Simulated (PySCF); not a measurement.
BrH3OSiZn, SMILES [SiH3][O][Zn][Br].

The structure is a stationary point at TPSSh-D3(BJ)/def2-SVP. The structure was generated by enumeration; whether it is a known compound was not checked. The values are those of a single conformer.

These are TPSSh-D3(BJ)/def2-SVP (PySCF 2.14.0) values and carry that method's errors.

Frequencies are harmonic and unscaled.

Computed normal modes with their intensities:
```
mode  ν (cm⁻¹)  IR (km/mol)  Raman (Å⁴/amu)  depolarisation  moving atoms (share of kinetic energy)
----  --------  -----------  --------------  --------------  --------------------------------------
1           36          0.0             0.1            0.75                          H 73 %, Zn 9 %
2           52          1.8             0.3            0.52       Zn 36 %, Si 29 %, Br 17 %, H 10 %
3          110         18.9             0.1            0.75                         O 45 %, Zn 44 %
4          134         13.2             0.2            0.21                O 35 %, Zn 32 %, Si 20 %
5          281         10.0             9.3            0.27                Br 51 %, Zn 21 %, O 19 %
6          527         25.1             9.7            0.27         Zn 40 %, O 26 %, Si 24 %, H 8 %
7          729         63.3            11.3            0.75                          H 84 %, Si 9 %
8          740         61.2            10.4            0.34                  H 81 %, Si 10 %, O 9 %
9          960         90.2            29.9            0.75                                  H 96 %
10         969         86.0            25.3            0.73                                  H 95 %
11        1019        829.3             4.5            0.65                 O 39 %, H 34 %, Si 26 %
12        1029         10.1            17.6            0.75                          H 59 %, O 39 %
13        2214        200.4            84.1            0.75                                  H 96 %
14        2222        133.4           165.1            0.15                                  H 97 %
15        2258        159.0           210.8            0.18                                  H 97 %
```
